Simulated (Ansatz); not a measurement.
The cluster Ag₂Te, relaxed as a singlet with RKS r2SCAN-D4/def2-TZVP in Ansatz, starting from the GFN1-xTB geometry. Force threshold 0.02 eV/Å.

In the def2 sets Ag, Te take a core potential; there is no spin–orbit coupling. The structure comes from a short search, and lower isomers may exist.

Start:

```xyz
3

Ag   -1.326    0.393    0.741
Ag    0.175   -1.223   -0.967
Te    1.151    0.829    0.225
```

Task: Estimate the energy that the relaxation releases and the steps that it takes.

Result: 0.01 eV, in 3 steps; 6 s on 4 threads of Arm Neoverse V2 on a shared host. No frequencies were taken in this run, so the end may be a saddle point.

Task: Does the start keep its bonding and symmetry?

Result: By distances, no bond broke or formed. The bond that changes most is Ag2–Te3, from 2.57 to 2.57 Å (atoms count from 1). Point group C2v at the start, C2v at the end, both within 0.05 Å.

Task: Predict the relaxed structure.

Result: 
```csv
atom,x (Å),y (Å),z (Å)
Ag1,-1.342,0.425,0.770
Ag2,0.206,-1.244,-0.993
Te3,1.136,0.819,0.223
```
Bond lengths (bridged metal pairs left out): 2 × Ag–Te 2.57 Å.
